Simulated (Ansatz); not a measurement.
System: C3HO (charge -1, singlet). It need not be the lowest isomer of its formula. Whether it binds its extra electron was not tested at this geometry. 
Coordinates optimised at B3LYP-D3(BJ)/def2-TZVP (Ansatz, a first-principles code):
SMILES: O=c1c[c-]1
```xyz
5

O      1.4624    -0.2716     0.0599
C      0.2414    -0.0791     0.0093
C     -1.1136    -0.6052    -0.0602
C     -0.8503     0.7589    -0.0241
H     -1.3644     1.7246    -0.0296
```
Charge -1, spin multiplicity 1.

Basis-set convergence of Hartree-Fock and MP2 correlation energies (hartree) with Ansatz. Valence correlation only, unless marked. Spin-orbit coupling is left out. Non-relativistic.

| basis | functions | E(HF) | E(corr, MP2) |
|---|---|---|---|
| aug-cc-pVDZ | 101 | -188.96721 | -0.58158 |
| aug-cc-pVTZ | 207 | (withheld) | (withheld) |

Task: Fill in the missing entries.

Result: 
- aug-cc-pVTZ, E(HF): -189.00857
- aug-cc-pVTZ, E(corr, MP2): -0.69968
